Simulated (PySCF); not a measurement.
Electron correlation in Te⁺ (tellurium, charge +1)

Starting occupation: [Kr] 4d10 5s2 5p3, 5p1/2 with m_j = -1/2, +1/2, 5p3/2 with m_j = +3/2. All numbers are calculated (PySCF 2.14, X2C-1e with screened-nucleus spin-orbit coupling, Gaussian nucleus, in x2c-TZVPPall-2c with one added diffuse shell each of s, p, d, f type (9s10p6d3f, 90 functions)). Frozen: [Kr]; 15 electrons correlated; the 8 highest virtual spinors left out.

MP2 pair energies summed by pair of shells (mhartree):

```
 pair   energy  share (%)
4d-4d  -242.78       58.5
4d-5p   -56.83       13.7
4d-5s   -55.34       13.3
5p-5s   -39.11        9.4
5p-5p   -13.57        3.3
5s-5s    -7.52        1.8
```

Total MP2 correlation energy: -415.15 mhartree.

The virtual space was cut to 109 spinors, which keep -415.01 of the -415.15 mhartree of MP2 correlation.

| level | correlation energy (mhartree) |
| --- | --- |
| CCSD | -392.57 |
| (T) | -5.62 |
| CCSD(T) | -398.19 |

Diagnostics: T1 = 0.0093, largest double amplitude 0.046.

Cost of the coupled-cluster step: 770 s of wall time on 4 threads of Neoverse-V1 (shared host), for 15 occupied and 109 virtual spinors.

Iterations:

```
Init t2, MP2 energy = -0.415011872411351
CCSD nocc = 15, nmo = 124
Init t2, MP2 energy = -0.415011872411351
Init E_corr(GCCSD) = -0.415011872411351
cycle = 1  E_corr(GCCSD) = -0.385528569061728  dE = 0.0294833033  norm(t1,t2) = 0.0438649
cycle = 2  E_corr(GCCSD) = -0.392384239659242  dE = -0.0068556706  norm(t1,t2) = 0.0106188
cycle = 3  E_corr(GCCSD) = -0.392136399044112  dE = 0.000247840615  norm(t1,t2) = 0.00569104
cycle = 4  E_corr(GCCSD) = -0.39266352394459  dE = -0.0005271249  norm(t1,t2) = 0.00425843
cycle = 5  E_corr(GCCSD) = -0.392518580681921  dE = 0.000144943263  norm(t1,t2) = 0.00300596
cycle = 6  E_corr(GCCSD) = -0.392569306294898  dE = -5.0725613e-05  norm(t1,t2) = 0.000788635
cycle = 7  E_corr(GCCSD) = -0.392571529865867  dE = -2.22357097e-06  norm(t1,t2) = 0.00045561
cycle = 8  E_corr(GCCSD) = -0.392566370924128  dE = 5.15894174e-06  norm(t1,t2) = 0.000270678
cycle = 9  E_corr(GCCSD) = -0.392572178352045  dE = -5.80742792e-06  norm(t1,t2) = 9.17442e-05
cycle = 10  E_corr(GCCSD) = -0.392571652204183  dE = 5.26147862e-07  norm(t1,t2) = 5.88106e-05
cycle = 11  E_corr(GCCSD) = -0.392572588029174  dE = -9.35824992e-07  norm(t1,t2) = 4.59619e-05
cycle = 12  E_corr(GCCSD) = -0.392571717189645  dE = 8.70839529e-07  norm(t1,t2) = 2.01681e-05
cycle = 13  E_corr(GCCSD) = -0.392572000540659  dE = -2.83351014e-07  norm(t1,t2) = 4.198e-06
cycle = 14  E_corr(GCCSD) = -0.392571897999641  dE = 1.02541018e-07  norm(t1,t2) = 9.41487e-07
cycle = 15  E_corr(GCCSD) = -0.392571902795598  dE = -4.79595735e-09  norm(t1,t2) = 3.10981e-07
GCCSD converged
E(GCCSD) = -6791.960240489711  E_corr = -0.3925719027955983
```

The GHF reference relaxed away from the jj start to a determinant that is no pure jj level (⟨S²⟩ = 3.66, ⟨J²⟩ = 3.75); the energies belong to that determinant.

This basis was not built for core-valence correlation, so the inner-shell part is incomplete.
